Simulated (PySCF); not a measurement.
A structure optimised at PBE-D3(BJ)/def2-SVP, used in a PySCF frequency run:

```
In
O 1 2.0201
H 2 0.9771 1 109.91
S 1 2.4125 2 115.48 3 180.00
H 4 1.3640 1 91.75 2 180.00
S 1 2.4302 2 122.01 3 0.00
H 6 1.3639 1 92.34 2 0.00
```
Charge 0, spin multiplicity 1.

Q: Write its SMILES, formula and point group.

A: [OH][In]([SH])[SH], H3InOS2, Cs

Q: What are its rotational constants (standard atomic weights)?

A: 3.2722, 1.6836, 1.1116 GHz
